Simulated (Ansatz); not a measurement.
Born–Oppenheimer molecular dynamics of C$_{3}$H$_{6}$OSi (11 atoms, charge 0, multiplicity 1). It starts at the highest image of a converged band. Of that band: Neighbouring images differ by up to 2.5 eV, so the band resolves the path poorly. A vibrational analysis at the climbing image gives one clearly imaginary mode, 1088i cm⁻¹: a first-order saddle point.

Method: RKS B3LYP-D4/6-31G (Ansatz 0.2.0).

```
ensemble                      : NVE (velocity Verlet)
time step                     : 0.5 fs
steps asked                   : 200
starting velocities drawn for : 100 K
seed                          : 3982
```

Frames 2.5 fs apart, positions in Å, forces in eV/Å.

Velocities at 0 fs (Å/ps):

```
C 2.02 -3.89 -2.96
C -1.55 5.37 2.99
C -3.53 1.58 2.14
Si 1.31 0.05 -0.08
O -1.51 -2.62 -1.04
H 5.88 -4.12 7.28
H -7.61 2.28 -13.28
H 9.23 3.05 -5.39
H 3.74 -2.04 -1.62
H 14.06 -8.98 3.81
H -1.31 13.55 2.14
```

```xyz
11
Properties=species:S:1:pos:R:3:forces:R:3 time_fs=0 energy_less_start_eV=0.000 T=100
C -0.340 -1.695 1.614 0.00 0.00 0.00
C -0.019 -0.560 0.761 0.00 0.00 0.00
C 0.260 0.411 0.052 0.00 0.00 0.00
Si 0.510 2.043 -1.219 0.00 0.00 0.00
O -0.521 1.629 -2.560 0.00 0.00 0.00
H 0.502 -1.962 2.261 0.00 0.00 0.00
H -0.591 -2.578 1.012 0.00 0.00 0.00
H -1.205 -1.482 2.255 0.00 0.00 0.00
H -0.017 1.712 0.315 0.00 0.00 0.00
H 1.955 1.676 -1.497 0.00 0.00 0.00
H -0.469 0.749 -2.975 0.00 0.00 0.00
11
Properties=species:S:1:pos:R:3:forces:R:3 time_fs=2.5 energy_less_start_eV=0.034 T=71
C -0.335 -1.704 1.606 0.41 0.14 -0.02
C -0.023 -0.547 0.769 -0.03 -0.71 0.34
C 0.251 0.415 0.057 0.10 0.47 -0.22
Si 0.513 2.043 -1.219 0.31 0.05 -0.33
O -0.525 1.624 -2.562 0.08 1.02 0.63
H 0.512 -1.972 2.274 -0.35 0.02 -0.43
H -0.609 -2.571 0.982 0.15 0.10 0.20
H -1.186 -1.474 2.244 -0.30 -0.05 0.21
H -0.008 1.706 0.312 -0.04 -0.08 0.08
H 1.986 1.654 -1.487 -0.40 0.06 0.04
H -0.471 0.767 -2.977 0.06 -1.02 -0.49
11
Properties=species:S:1:pos:R:3:forces:R:3 time_fs=5 energy_less_start_eV=0.033 T=72
C -0.328 -1.713 1.599 -0.17 0.64 0.03
C -0.027 -0.537 0.778 0.06 -0.87 0.30
C 0.243 0.422 0.061 0.09 0.50 -0.10
Si 0.517 2.043 -1.220 0.38 0.17 -0.52
O -0.528 1.621 -2.562 0.17 -0.38 -0.07
H 0.505 -1.981 2.265 -0.04 -0.11 -0.28
H -0.618 -2.559 0.961 0.16 -0.03 0.17
H -1.182 -1.471 2.244 -0.10 -0.20 0.06
H -0.001 1.695 0.313 -0.07 -0.17 0.13
H 1.994 1.635 -1.475 -0.47 0.04 0.03
H -0.471 0.740 -3.001 0.01 0.41 0.26
11
Properties=species:S:1:pos:R:3:forces:R:3 time_fs=7.5 energy_less_start_eV=0.033 T=72
C -0.322 -1.719 1.591 -0.92 1.00 0.08
C -0.030 -0.532 0.789 0.23 -0.46 -0.14
C 0.235 0.431 0.065 -0.06 0.07 0.38
Si 0.522 2.044 -1.222 0.10 0.45 -0.63
O -0.531 1.617 -2.562 0.23 -0.76 -0.25
H 0.497 -1.997 2.239 0.46 -0.24 0.12
H -0.619 -2.550 0.950 0.07 -0.21 -0.01
H -1.183 -1.479 2.247 0.17 -0.29 -0.13
H 0.001 1.674 0.322 -0.07 -0.26 0.16
H 1.977 1.619 -1.462 -0.20 -0.08 -0.04
H -0.470 0.731 -3.012 0.00 0.78 0.47
11
Properties=species:S:1:pos:R:3:forces:R:3 time_fs=10 energy_less_start_eV=0.000 T=101
C -0.319 -1.720 1.584 -0.57 0.53 0.21
C -0.033 -0.529 0.799 0.35 0.00 -0.58
C 0.227 0.440 0.071 -0.22 -0.43 0.86
Si 0.527 2.046 -1.226 -0.37 0.90 -0.71
O -0.533 1.611 -2.563 0.24 0.60 0.57
H 0.512 -2.026 2.218 0.22 -0.07 0.00
H -0.614 -2.551 0.939 0.05 -0.12 -0.06
H -1.177 -1.503 2.244 0.07 -0.21 0.00
H 0.000 1.638 0.340 -0.05 -0.27 0.15
H 1.947 1.597 -1.452 0.22 -0.27 -0.14
H -0.468 0.759 -3.001 0.06 -0.66 -0.30
11
Properties=species:S:1:pos:R:3:forces:R:3 time_fs=12.5 energy_less_start_eV=-0.036 T=132
C -0.320 -1.718 1.579 0.28 -0.33 0.20
C -0.034 -0.526 0.806 0.27 -0.04 -0.63
C 0.218 0.447 0.081 -0.28 -0.64 1.05
Si 0.531 2.049 -1.231 -0.51 1.36 -0.76
O -0.534 1.607 -2.562 0.25 0.42 0.51
H 0.538 -2.057 2.196 -0.32 0.24 -0.29
H -0.607 -2.559 0.926 0.07 0.16 0.01
H -1.166 -1.539 2.242 -0.19 -0.03 0.24
H -0.004 1.586 0.367 -0.02 -0.13 0.13
H 1.930 1.559 -1.449 0.40 -0.43 -0.17
H -0.463 0.755 -3.004 0.04 -0.59 -0.30
11
Properties=species:S:1:pos:R:3:forces:R:3 time_fs=15 energy_less_start_eV=-0.088 T=176
C -0.319 -1.718 1.574 0.30 -0.64 0.11
C -0.034 -0.524 0.810 0.02 -0.64 -0.24
C 0.207 0.451 0.096 -0.20 -0.55 0.87
Si 0.534 2.056 -1.237 -0.09 1.61 -0.85
O -0.534 1.604 -2.559 0.26 -1.09 -0.34
H 0.549 -2.076 2.160 -0.26 0.29 -0.11
H -0.595 -2.558 0.912 0.00 0.23 -0.03
H -1.165 -1.577 2.252 -0.06 0.09 0.13
H -0.010 1.528 0.403 -0.03 0.29 0.15
H 1.934 1.496 -1.456 0.11 -0.40 -0.13
H -0.457 0.723 -3.021 -0.06 0.81 0.43
11
Properties=species:S:1:pos:R:3:forces:R:3 time_fs=17.5 energy_less_start_eV=-0.146 T=226
C -0.318 -1.721 1.569 -0.28 -0.44 0.03
C -0.033 -0.525 0.814 -0.27 -1.35 0.29
C 0.196 0.453 0.115 -0.10 -0.08 0.53
Si 0.537 2.065 -1.246 0.46 1.56 -0.97
O -0.533 1.597 -2.558 0.19 -0.73 -0.14
H 0.547 -2.079 2.118 0.29 0.05 0.36
H -0.584 -2.546 0.897 -0.14 0.03 -0.16
H -1.167 -1.611 2.268 0.25 0.15 -0.18
H -0.018 1.488 0.447 -0.02 0.63 0.15
H 1.944 1.411 -1.471 -0.33 -0.20 -0.05
H -0.453 0.730 -3.018 -0.05 0.38 0.17
11
Properties=species:S:1:pos:R:3:forces:R:3 time_fs=20 energy_less_start_eV=-0.205 T=276
C -0.317 -1.726 1.565 -0.12 -0.56 -0.02
C -0.034 -0.532 0.818 -0.42 -1.46 0.49
C 0.183 0.454 0.138 -0.18 0.78 0.51
Si 0.541 2.079 -1.256 0.79 1.23 -1.06
O -0.532 1.589 -2.556 0.06 0.66 0.63
H 0.560 -2.078 2.095 0.30 -0.07 0.40
H -0.581 -2.531 0.872 -0.18 -0.13 -0.12
H -1.155 -1.635 2.276 0.18 0.20 -0.18
H -0.025 1.481 0.499 0.10 0.28 -0.06
H 1.936 1.314 -1.490 -0.59 0.05 0.00
H -0.452 0.753 -3.008 0.06 -0.99 -0.59
11
Properties=species:S:1:pos:R:3:forces:R:3 time_fs=22.5 energy_less_start_eV=-0.304 T=362
C -0.317 -1.735 1.561 0.72 -1.16 -0.05
C -0.037 -0.547 0.825 -0.31 -0.56 0.10
C 0.170 0.459 0.163 -0.38 1.03 1.00
Si 0.547 2.094 -1.269 0.90 0.80 -1.10
O -0.530 1.581 -2.553 0.00 -0.23 0.00
H 0.587 -2.081 2.094 -0.31 -0.01 0.00
H -0.588 -2.523 0.842 -0.08 -0.12 0.18
H -1.134 -1.646 2.274 -0.19 0.21 0.09
H -0.028 1.490 0.547 0.21 -0.24 -0.28
H 1.893 1.220 -1.508 -0.57 0.25 0.05
H -0.448 0.732 -3.025 0.01 0.02 0.01
11
Properties=species:S:1:pos:R:3:forces:R:3 time_fs=25 energy_less_start_eV=-0.389 T=435
C -0.313 -1.749 1.556 0.73 -1.42 0.04
C -0.041 -0.564 0.832 -0.07 0.75 -0.53
C 0.155 0.468 0.193 -0.51 0.19 1.48
Si 0.555 2.112 -1.284 0.80 0.48 -1.15
O -0.528 1.573 -2.550 -0.09 -0.93 -0.57
H 0.598 -2.085 2.094 -0.47 -0.10 -0.15
H -0.601 -2.523 0.822 0.00 -0.15 0.39
H -1.123 -1.647 2.276 -0.23 0.12 0.09
H -0.018 1.488 0.580 0.16 -0.13 -0.22
H 1.817 1.139 -1.523 -0.31 0.31 0.05
H -0.444 0.710 -3.041 -0.03 0.88 0.56
11
Properties=species:S:1:pos:R:3:forces:R:3 time_fs=27.5 energy_less_start_eV=-0.505 T=534
C -0.306 -1.769 1.552 -0.21 -0.96 0.18
C -0.046 -0.577 0.836 0.07 1.27 -0.72
C 0.138 0.479 0.230 -0.47 -0.74 1.47
Si 0.564 2.131 -1.302 0.48 0.30 -1.19
O -0.527 1.562 -2.548 -0.24 0.40 0.12
H 0.585 -2.095 2.088 0.06 -0.34 0.10
H -0.613 -2.532 0.823 -0.01 -0.33 0.30
H -1.123 -1.640 2.282 0.11 -0.04 -0.20
H 0.001 1.481 0.600 0.04 0.50 0.00
H 1.722 1.077 -1.535 0.08 0.23 0.02
H -0.440 0.730 -3.031 0.09 -0.30 -0.09
```

Of the whole run (100 fs, mean temperature of the second half 1147 K): The conserved energy stayed within 0.057 meV per atom of its start (net change 0.028 meV per atom), so the integration is sound. The kinetic energy rose, since the run started high on the potential surface and went downhill. It ends in pieces (C3H4 + H2OSi), so much of that is their flight and rotation, not heat. A run of 0.1 ps of so small a system gives no equilibrium averages. The orbitals stay closed-shell, which can raise the energy where a bond breaks towards radicals; this wasn't checked here. Limits of this set-up: no polarisation functions.

Time of the run: 9 min on 1 thread of Arm Neoverse V2, with other jobs on the host, peak memory 0.13 GiB.
